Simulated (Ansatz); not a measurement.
`CCC(CC(CC(C)c1ccc(Cl)cc1)c1ccc(Cl)cc1)c1ccc(Cl)cc1`, relaxed as a singlet with RKS r2SCAN-D4/def2-SVP in Ansatz, starting from the GFN2-xTB geometry. Force threshold 0.03 eV/Å.

Single mean-field runs in def2-SVP are fitted with def2-universal-jkfit.

Start:

```xyz
56

C     2.558   -1.707   -2.008
C     1.531   -1.306   -0.956
C     1.498    0.212   -0.735
C     0.468    0.623    0.330
C    -0.989    0.408   -0.101
C    -1.974    0.907    0.970
C    -1.907    0.117    2.285
C    -2.985    0.608    3.256
C    -2.053   -1.366    2.054
C    -1.054   -2.244    2.454
C    -1.183   -3.610    2.276
C    -2.333   -4.110    1.689
Cl   -2.516   -5.818    1.476
C    -3.341   -3.254    1.275
C    -3.195   -1.892    1.460
C    -1.290    1.099   -1.408
C    -1.121    2.472   -1.553
C    -1.424    3.108   -2.742
C    -1.904    2.365   -3.808
Cl   -2.296    3.155   -5.297
C    -2.078    0.996   -3.690
C    -1.771    0.376   -2.492
C     2.852    0.734   -0.324
C     3.487    1.714   -1.077
C     4.721    2.218   -0.708
C     5.332    1.736    0.437
Cl    6.877    2.358    0.911
C     4.719    0.762    1.208
C     3.486    0.270    0.823
H     2.323   -1.246   -2.965
H     2.563   -2.786   -2.139
H     3.556   -1.391   -1.713
H     1.758   -1.810   -0.015
H     0.545   -1.640   -1.281
H     1.221    0.688   -1.682
H     0.657    0.048    1.236
H     0.623    1.678    0.567
H    -1.160   -0.665   -0.230
H    -2.984    0.837    0.560
H    -1.782    1.960    1.183
H    -0.934    0.301    2.751
H    -2.929    0.053    4.190
H    -3.978    0.470    2.834
H    -2.846    1.665    3.471
H    -0.159   -1.860    2.922
H    -0.402   -4.282    2.594
H    -4.233   -3.653    0.818
H    -3.987   -1.234    1.137
H    -0.749    3.061   -0.728
H    -1.292    4.174   -2.845
H    -2.452    0.424   -4.524
H    -1.912   -0.691   -2.401
H     3.009    2.089   -1.971
H     5.206    2.977   -1.302
H     5.204    0.393    2.098
H     3.018   -0.490    1.429
```

```
step  energy (eV)  largest force component (eV/Å)  SCF passes
   1  -64921.8554                           0.733          20
   2  -64922.0601                           0.237          20
   3  -64922.0780                           0.084          20
   4  -64922.0797                           0.048          20
   5  -64922.0808                           0.011          20
   6  -64922.0823                           0.054          19
   7  -64922.0834                           0.065          19
   8  -64922.0842                           0.042          19
   9  -64922.0850                           0.028          19
  10  -64922.0856                           0.028          19
  11  -64922.0865                           0.062          19
  12  -64922.0872                           0.059          19
  13  -64922.0878                           0.056          20
  14  -64922.0887                           0.040          19
  15  -64922.0892                           0.029          19
```

Force components are those of the run's own axes.

End:

```xyz
56

C     2.3633   -1.7098   -2.1030
C     1.3279   -1.2371   -1.0900
C     1.4303    0.2617   -0.7569
C     0.3740    0.7044    0.2725
C    -1.0857    0.4928   -0.1570
C    -2.0773    0.9470    0.9295
C    -1.9441    0.2234    2.2837
C    -3.0624    0.6607    3.2364
C    -1.9084   -1.2836    2.1160
C    -0.8113   -2.0358    2.5616
C    -0.7530   -3.4220    2.3875
C    -1.8164   -4.0704    1.7567
Cl   -1.7587   -5.7973    1.5257
C    -2.9293   -3.3510    1.3075
C    -2.9648   -1.9681    1.4902
C    -1.3983    1.1663   -1.4776
C    -1.1791    2.5415   -1.6660
C    -1.4750    3.1663   -2.8782
C    -2.0035    2.4052   -3.9255
Cl   -2.3760    3.1761   -5.4445
C    -2.2359    1.0373   -3.7702
C    -1.9305    0.4325   -2.5480
C     2.8109    0.6512   -0.2664
C     3.5460    1.6588   -0.9075
C     4.8106    2.0442   -0.4535
C     5.3513    1.4084    0.6660
Cl    6.9288    1.8759    1.2457
C     4.6457    0.3987    1.3278
C     3.3844    0.0308    0.8567
H     2.2899   -1.1319   -3.0408
H     2.2190   -2.7729   -2.3534
H     3.3904   -1.5890   -1.7209
H     1.4060   -1.8268   -0.1561
H     0.3172   -1.4411   -1.4845
H     1.2491    0.8223   -1.6935
H     0.5548    0.1529    1.2113
H     0.5359    1.7711    0.5145
H    -1.2460   -0.5895   -0.3009
H    -3.1036    0.8035    0.5440
H    -1.9712    2.0346    1.0995
H    -0.9834    0.5207    2.7410
H    -2.9485    0.1914    4.2260
H    -4.0528    0.3778    2.8419
H    -3.0557    1.7550    3.3702
H     0.0227   -1.5264    3.0574
H     0.1065   -4.0000    2.7371
H    -3.7533   -3.8768    0.8188
H    -3.8383   -1.4117    1.1322
H    -0.7620    3.1439   -0.8523
H    -1.3026    4.2358   -3.0188
H    -2.6487    0.4581   -4.5993
H    -2.1131   -0.6405   -2.4232
H     3.1205    2.1541   -1.7873
H     5.3770    2.8297   -0.9595
H     5.0872   -0.0879    2.2009
H     2.8394   -0.7646    1.3767
```

By distances, no bond broke or formed. The bond that changes most is C1–H30, from 1.09 to 1.10 Å (atoms count from 1).

The force fell under the threshold at step 5, but the optimiser went on and released 0.008 eV more. No frequencies were taken in this run, so the end may be a saddle point.

Run time 1.8 min (2 threads of AMD EPYC 7R13 on a shared host and a share (18 GiB) of an NVIDIA H100 80GB HBM3), peak host memory 1.1 GiB.
